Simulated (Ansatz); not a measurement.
Computed with Ansatz on PBE0-D4/def2-TZVP structures; ΔE is electronic, products minus reactants. CCSD(T)/CBS adds triple-zeta CCSD(T) − MP2 to the extrapolated MP2 energy (def2 sets, frozen cores). This one scheme is used for every species. Functionals use def2-TZVPP. B3LYP here is the variant with VWN-RPA as its local correlation; programs differ in this. For Ge outer-core shells are correlated without core-valence functions, which leaves a few kJ/mol of doubt a bond. Scalar relativity is left out up to krypton. Each species was taken in one conformer, which may not be the lowest.

Consider the redistribution: `F[SiH](F)[O][GeH3]` + `F[SiH2]Cl` → `[Cl][GeH3]` + `F[SiH2]O[SiH](F)F`.

`F[SiH](F)[O][GeH3]`:

Z-matrix (Å, degrees):
```
Si
F 1 1.587
O 1 1.598 2 110.8
F 1 1.586 2 105.6 3 -120.1
H 1 1.465 2 109.2 3 122.5
Ge 3 1.788 1 139.0 2 -55.8
H 6 1.534 3 108.3 1 -18.8
H 6 1.533 3 106.5 1 101.7
H 6 1.531 3 105.3 1 -139.0
```

`F[SiH2]Cl`:

Cartesian coordinates in Å:
```
F 0.525 0.593 1.382
Si 0.107 0.032 -0.045
Cl -1.784 -0.712 0.068
H 1.030 -1.064 -0.399
H 0.122 1.151 -1.005
```

`[Cl][GeH3]`:

```xyz
5

Cl   -1.700   -0.167    1.031
Ge    0.137    0.013   -0.083
H     0.339   -1.306   -0.835
H     1.256    0.265    0.932
H    -0.033    1.194   -1.044
```

`F[SiH2]O[SiH](F)F`:

```xyz
9

F    -0.965   -0.478    2.290
Si   -1.337    0.098    0.855
O    -0.155   -0.312   -0.185
Si    1.279   -0.163   -0.891
F     2.031    1.102   -0.313
F     1.061    0.090   -2.434
H    -2.588   -0.546    0.413
H    -1.430    1.567    0.967
H     2.103   -1.357   -0.702
```

```tsv
level	ΔE (kJ/mol)	difference from CCSD(T)/CBS
BLYP-D4	-51.2	1.2
B3LYP-D4	-54.6	-2.2
r2SCANh-D4	-53.4	-1.0
CAM-B3LYP-D4	-55.0	-2.6
ωB97X-V	-50.5	1.9
B2PLYP	-53.3	-0.9
BLYP	-52.0	0.4
MP2/def2-SVP	-42.1	10.3
CCSD/def2-SVP	-44.3	8.1
SCS-MP2/def2-TZVPP	-51.2	1.2
CCSD(T)/CBS	-52.4	0
```

Largest T1 diagnostic among the species: 0.012.

From BLYP to BHLYP (50 % exact exchange), in def2-TZVPP and without D4, ΔE moves by −7.1 kJ/mol. In def2-TZVPP, CCSD(T) changes the Hartree–Fock value by +11.1 kJ/mol (the triples alone add +2.1 kJ/mol) and MP2 by +12.2 kJ/mol. At CCSD(T), def2-SVP lies +9.7 kJ/mol from the extrapolated value and def2-TZVPP +0.8 kJ/mol.
